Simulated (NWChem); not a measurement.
System: AlSiH4O2Cl; SMILES [OH][Al]([OH])[SiH2]Cl

Here is an NWChem input.

```
start job
memory heap 200 mb stack 900 mb global 1100 mb
geometry units angstroms noautosym nocenter noautoz
  Si    -0.987060     0.918082    -0.014593
  Cl     0.624350     2.260840    -0.004331
  Al    -0.007733    -1.313500     0.000370
  O     -1.075896    -2.631873     0.009654
  O      1.667404    -1.605135     0.001733
  H     -1.810847     1.218258    -1.225352
  H     -1.832013     1.224668     1.179821
  H     -0.823390    -3.557048     0.016681
  H      2.359617    -0.941928    -0.002043
end
basis spherical
  Si library sto-3g
  Cl library sto-3g
  Al library sto-3g
  O library sto-3g
  H library sto-3g
end
dft
  xc hfexch
  iterations 150
end
property
  shielding
end
task dft property
```

STO-3G and 3-21G are far too small for this property and stand as cheap habits. The geometry was optimised at PBE0/def2-SVP.

GIAO values for the isolated, static molecule; σ is the absolute isotropic shielding, δ = σ(reference) − σ with the isolated reference molecule computed at the same levels (1H: tetramethylsilane, 17O: water).

Atoms are numbered as in the input.

Problem. Give the results of this calculation. (Hartree-Fock/STO-3G, GIAO.) Quantities: σ Cl2 (ppm); σ Al3 (ppm); δ O4 (ppm); δ O5 (ppm); δ H6 (ppm); δ H8 (ppm); δ H9 (ppm).

Solution. The σ Cl2 (ppm) comes out as 1248.8 and the σ Al3 (ppm) is 458.2. The δ O4 (ppm) is -43.5. The δ O5 (ppm) comes out as -26.9 and the δ H6 (ppm) is 2.20. The δ H8 (ppm) is -1.13. The δ H9 (ppm) comes out as -0.61.
